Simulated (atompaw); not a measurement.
**Logarithmic derivatives: F (Z = 9), PAW (atompaw)**

* Element: fluorine (F)
* Generator: atompaw 4.2.0.5
* Type: PAW
* Functional: LDA (PW92)
* Relativity: scalar-relativistic
* Frozen core: [He]
* Valence charge: 7
* Reference configuration: 2s2 2p5
* Partial waves: 2s (bound): rc 1.70 bohr; 2s channel at 3.05 Ry: rc 1.70 bohr; 2p (bound): rc 1.70 bohr; 2p channel at -0.5 Ry: rc 1.70 bohr
* Local potential: bessel scheme, radius 1.30 bohr
* Core correction: smooth core density matched at 1.30 bohr
* Augmentation charge: sinc compensation charge, radius 1.70 bohr; PAW radius 1.70 bohr; waves and projectors: custom polynom vanderbiltortho

The phase is arctan(r·u′/u) with u = r·R(r), unwrapped; energies in Ry, scanned from -4 to 5 Ry. A pole is an energy at which the radial function vanishes at the test radius. The pseudo phase is shifted by a multiple of π to meet the all-electron one at the reference energy, and phase errors are pseudo minus all-electron; the curves can meet again beyond the range given. Levels narrower than the energy grid can be missing from the lists of poles.

```tsv
channel	radius (bohr)	reference energy (Ry)	poles, all-electron	poles, pseudo	unbroken range about the reference energy with phases within 0.05 rad	phase error 1 Ry above the reference energy (rad)
s	1.70	-2.18	-1.45	-1.45	the whole range	-0.000
p	1.70	-0.83	-0.05	-0.05	below 4.0	+0.000
```

Phases in the s channel:

| E (Ry) | all-electron | pseudo |
| --- | --- | --- |
| -4.00 | 1.143 | 1.143 |
| -3.76 | 1.099 | 1.099 |
| -3.52 | 1.037 | 1.036 |
| -3.28 | 0.941 | 0.941 |
| -3.04 | 0.777 | 0.777 |
| -2.80 | 0.452 | 0.452 |
| -2.56 | -0.188 | -0.188 |
| -2.32 | -0.872 | -0.872 |
| -2.08 | -1.236 | -1.236 |
| -1.84 | -1.418 | -1.418 |
| -1.60 | -1.524 | -1.524 |
| -1.36 | -1.593 | -1.593 |
| -1.12 | -1.643 | -1.643 |
| -0.88 | -1.683 | -1.683 |
| -0.64 | -1.715 | -1.716 |
| -0.40 | -1.744 | -1.744 |
| -0.16 | -1.770 | -1.771 |
| 0.08 | -1.795 | -1.796 |
| 0.32 | -1.820 | -1.820 |
| 0.56 | -1.845 | -1.845 |
| 0.80 | -1.870 | -1.870 |
| 1.04 | -1.897 | -1.897 |
| 1.28 | -1.926 | -1.927 |
| 1.52 | -1.959 | -1.959 |
| 1.76 | -1.995 | -1.995 |
| 2.00 | -2.037 | -2.037 |
| 2.24 | -2.085 | -2.085 |
| 2.48 | -2.143 | -2.143 |
| 2.72 | -2.213 | -2.213 |
| 2.96 | -2.299 | -2.299 |
| 3.20 | -2.407 | -2.407 |
| 3.44 | -2.543 | -2.543 |
| 3.68 | -2.713 | -2.713 |
| 3.92 | -2.919 | -2.920 |
| 4.16 | -3.153 | -3.155 |
| 4.40 | -3.394 | -3.396 |
| 4.64 | -3.616 | -3.619 |
| 4.88 | -3.804 | -3.807 |
